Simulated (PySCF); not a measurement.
**Electric field gradients and quadrupole coupling constants**

Species: isopropenyloxytrimethylsilane, C6H14OSi.
Structure used (GFN2-xTB), in Å, numbered top down from 1:
```
atom  x, y, z in Å
C1     1.9493   -1.1794    0.6097
C2     1.7898   -0.0095    0.0101
C3     2.9244    0.8950   -0.3716
O4     0.5901    0.5131   -0.3344
Si5   -0.9784    0.0884   -0.1059
C6    -1.4114   -0.0043    1.7503
C7    -1.8810    1.5317   -0.9466
C8    -1.4111   -1.5643   -0.9571
H9     1.1113   -1.8010    0.8645
H10    2.9279   -1.5448    0.8574
H11    3.8756    0.4747   -0.0624
H12    2.7885    1.8685    0.0964
H13    2.9281    1.0431   -1.4504
H14   -1.2482    0.9541    2.2352
H15   -0.7998   -0.7361    2.2702
H16   -2.4501   -0.2769    1.9073
H17   -1.6596    1.5750   -2.0079
H18   -2.9549    1.4266   -0.8379
H19   -1.5972    2.4852   -0.5133
H20   -2.4854   -1.7016   -1.0298
H21   -1.0104   -2.4194   -0.4201
H22   -1.0078   -1.5989   -1.9655
```

Field gradients from the PBE0/pcSseg-1 density (PySCF, non-relativistic), principal values in atomic units, ordered |Vxx| ≤ |Vyy| ≤ |Vzz|:

```json
{"atom": "O4", "Vxx": "-0.7648", "Vyy": "-0.8451", "Vzz": "1.6099"}
```

Problem. Find the asymmetry η = (Vxx − Vyy)/Vzz and the couplings χ = eQV/h (234.96 MHz × Q in barn × V in au), with Q(17O) = −0.0256 b.

Solution. 
```
atom         environment  nucleus     η  χzz (MHz)  χxx (MHz)  χyy (MHz)
  O4  silyl ether oxygen      17O  0.05      -9.68       4.60       5.08
```

Problem. What is Vzz at O4 in SI units (1 au = 9.71736 × 10²¹ V/m²)?

Solution. 1.6099 au = 15.644 × 10²¹ V/m².

Problem. And the gradient at the other heavy atoms, for which no coupling is worked out here?

Solution. 
```csv
atom,environment,Vzz (au),η
C1,terminal =CH2 carbon,0.109,0.76
C2,vinylic carbon bearing oxygen,-0.410,0.10
C3,allylic carbon,0.073,0.24
Si5,oxygen-bound silicon,0.489,0.09
C6,Si-methyl carbon,-0.066,0.16
C7,Si-methyl carbon,-0.070,0.17
C8,Si-methyl carbon,-0.067,0.16
```

Were the hydrogens deuterons (Q(2H) = 0.00286 b), χzz would run from 210 kHz (H13 and H12) to 234 kHz (H9 and H10).

Geometry: GFN2-xTB, one conformer, isolated molecule. GFN2-xTB bond lengths can be off by several hundredths of an ångström, more for odd bonds, and the gradients follow them. The small basis limits the accuracy of the gradients.
